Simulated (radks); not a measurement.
These are the eigenvalues of the occupied orbitals of an atom or ion with whole-number occupations (hartree). Method: non-relativistic Kohn-Sham, TPSS, spin-polarised, spherical densities, point nucleus; meta-GGA in the generalised Kohn-Sham scheme; computed with a radial shooting solver on a logarithmic mesh with Libxc functionals.

orbital  eigenvalue
1s        -2759.257
2s        -462.3926
2p        -444.6704
3s        -109.3992
3p        -101.0368
3d        -85.49010
4s        -23.99152
4p        -20.35649
4d        -13.68407
4f         -4.73066
5s         -4.08467
5p         -2.91748
5d         -1.08656

Which element is it, and in what charge state? The configuration may be excited. Open shells, if any, are filled with parallel spins first.

Answer. Z = 80, mercury, charge +2: Hg2+ in [Xe] 4f14 5d10. The list shows which subshells hold electrons but not how many an open one holds; the 1s level, -2759.3 hartree, gives Z - s = 74.3 by -(Z - s)^2/2, which with screening narrows Z to a few neighbours, and the depths of the outer levels then fix element, charge and occupations together.
